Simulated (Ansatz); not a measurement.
Coupled-cluster run, CH₇AsSi, SMILES `[SiH3]C[AsH2]`.

```yaml
crystal:
  periodic: [false, false, false]
  atoms:
    - {symbol: Si, position_ang: [-1.000950, 0.541432, -0.467876]}
    - {symbol: C, position_ang: [0.116945, -0.923758, -0.167297]}
    - {symbol: As, position_ang: [1.730187, -0.510955, 0.904881]}
    - {symbol: H, position_ang: [-2.195552, 0.166645, -1.277287]}
    - {symbol: H, position_ang: [-0.253659, 1.601090, -1.195922]}
    - {symbol: H, position_ang: [-1.468006, 1.091060, 0.832551]}
    - {symbol: H, position_ang: [-0.414531, -1.720233, 0.360024]}
    - {symbol: H, position_ang: [0.468070, -1.348456, -1.111356]}
    - {symbol: H, position_ang: [1.001514, 0.291677, 1.978278]}
    - {symbol: H, position_ang: [2.099083, 0.760599, 0.146903]}
basis:
  gaussian: {orbitals: def2-SVP}
correlation: {method: ccsd_t}
```

```sh
$ ansatz run in.yaml --threads 2 --pin off --events-out ev --progress --plain --max-ram 4352MiB
```

Output of Ansatz, abridged:

```
Functional definition: HF
991 factors; integrals over basis functions are off by at most 1.1e-3 eV
mean field evaluation 1: about -69786.4494 eV, gradient 2.0e1 eV
mean field evaluation 2: about -69786.4703 eV, gradient 2.0e1 eV
mean field evaluation 4: about -69788.0086 eV, gradient 2.9e0 eV
mean field evaluation 8: about -69788.0412 eV, gradient 1.1e-1 eV
mean field evaluation 16: about -69788.0174 eV, gradient 3.3e-1 eV
mean field -69788.04132324 eV, -2564.6632145956 hartree, gradient 2.4e-6 eV, S^2 0.000000; 0 other end points of the search recorded, 0 dependent functions left out
15 core orbitals not correlated: weight in the atoms' cores, before any rotation towards them, 1.000 or more for the frozen orbitals, at most 0.000 for the correlated occupied ones
reference -69788.04132324 eV, -2564.6632145956 hartree; 15, 15 occupied and 69, 69 virtual orbitals, 991 factors
second order -13.37775794 eV of doubles, -0.00000000 eV of singles
cycle   1  -14.09517912 eV  change   -7.2e-1 eV  update   8.7e-2
cycle   2  -14.59959276 eV  change   -5.0e-1 eV  update   2.8e-2
cycle   3  -14.63751304 eV  change   -3.8e-2 eV  update   9.7e-3
cycle   4  -14.63799774 eV  change   -4.8e-4 eV  update   2.9e-3
cycle   5  -14.63745200 eV  change    5.5e-4 eV  update   7.9e-4
cycle   6  -14.63717050 eV  change    2.8e-4 eV  update   2.7e-4
cycle   7  -14.63718663 eV  change   -1.6e-5 eV  update   8.2e-5
cycle   8  -14.63719166 eV  change   -5.0e-6 eV  update   2.8e-5
perturbative correction -0.41043998 eV, -0.0150833911 hartree
Total energy: -69803.08895488 eV, -2565.2162048587 hartree
```

Run time 6.5 s (2 threads of an Arm Neoverse V1 on a shared host); peak host memory 0.37 GiB.

Correlation energy per correlated electron: -0.502 eV. T1 diagnostic: 0.0095.
